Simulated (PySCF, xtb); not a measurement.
H3OSi, SMILES [OH+]=[SiH2], charge +1.

Harmonic wavenumbers (cm⁻¹) from GFN2-xTB (xtb) at its own minimum, in rising order: 405, 414, 510, 667, 712, 1137, 2393, 2438, 3482.

### Question
What does PBE-D3(BJ)/def2-TZVP run with PySCF 2.14.0 give at its own minimum? (The exact figures need the calculation; the answer reports its results.)

### Answer
571, 598, 689, 737, 898, 1047, 2218, 2299, 3672. Paired by order, the mean absolute difference is 153 cm⁻¹ and the zero-point energies are 17.4 and 18.2 kcal/mol.
